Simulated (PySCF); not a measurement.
Bi(I)3 anion (BiI3), SMILES [I][Bi]([I])[I] (connectivity only; charge and spin as stated), charge -1, multiplicity 2.

The structure is a stationary point at PBE0-D3(BJ)/def2-SVPD. The multiplicity is an assumed one; no other spin state was optimised. The isomer is the one that the SMILES or the coordinates give; other isomers of the formula were not compared. The def2 effective core potentials stand for the cores of Bi, I; spin–orbit coupling is left out.

Level of theory: PBE/def2-SVPD (PySCF).

The molecule is in vacuum.

Computed frontier levels, dipole moment and polarisability:
- α spin, highest occupied and lowest empty level = -1.25 and 0.75 eV
- β spin, highest occupied and lowest empty level = -2.41 and -0.41 eV
- dipole moment about the centre of nuclear charge = 0.00 D
- mean static polarisability = 224.4 bohr³ (33.25 Å³)
- polarisability, principal values = 139.5, 266.9, 266.9 bohr³
- ⟨S²⟩ = 0.752 (pure state 0.75)
